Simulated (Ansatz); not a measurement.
Job for Ansatz (a quantum-chemistry and plane-wave program): R-RI-MP2/cc-pV(Q+d)Z on AlClH2O2 (SMILES [OH][Al]([OH])[Cl]), a point of a torsion scan. Files ending in .json are basis or fitting sets from the Basis Set Exchange.

Ansatz 0.2 input:
```yaml
crystal:
  periodic: [false, false, false]
  atoms:
    - {symbol: O, position_ang: [-1.12995871, -0.84278437, 0.22082777]}
    - {symbol: Al, position_ang: [0.11711738, 0.22020891, 0.08977642]}
    - {symbol: O, position_ang: [1.39141122, 0.22383230, 1.13380533]}
    - {symbol: Cl, position_ang: [0.15043572, 1.64561180, -1.35165192]}
    - {symbol: H, position_ang: [-1.85653452, -1.41164218, 0.02143636]}
    - {symbol: H, position_ang: [1.86228124, -0.11621593, 1.88022087]}
basis:
  gaussian:
    orbitals: cc-pV_Q+d_Z.json
    fitting: {mean_field: def2-universal-JKFIT, correlation: cc-pVQZ-RIFIT.json}
magnetization: {spin_polarized: false}
correlation: {method: mp2, electrons: outside_noble_gas}
scf: {lower_state_search: off}
```

Output:

```
WARN ansatz: RAYON_NUM_THREADS=1 ignored (pool sized by the plan → 1); use --threads N
Functional definition: HF
these checks for a lower state are left out or cut short: stability, starts, cluster_reference, orbital_swaps, neighbouring_geometries, increment
integrals: 0.33 GiB planned
446 factors; integrals over basis functions are off by at most 2.0e0 eV
mean field: 0.55 GiB planned
mean field evaluation 1: about -23196.2569 eV, gradient 5.4e1 eV
mean field evaluation 2: about -23199.0755 eV, gradient 3.6e1 eV
mean field evaluation 4: about -23201.0035 eV, gradient 5.8e-1 eV
mean field -23201.00521709 eV, -852.6212155218 hartree, gradient 6.5e-7 eV, S^2 0.000000; 0 other end points of the search recorded, 0 dependent functions left out
12 core orbitals not correlated
690 factors; their error is unknown
reference -23201.00521709 eV, -852.6212155218 hartree; 12, 12 occupied and 274, 274 virtual orbitals, 690 factors
second order -21.95919960 eV of doubles, -0.00000000 eV of singles
Total energy: -23222.96441669 eV, -853.4282012227 hartree
Checks for a lower state left out: stability, starts, cluster_reference, orbital_swaps, neighbouring_geometries, increment
```

The run converged.

Cost: around 3 core-seconds (rough).
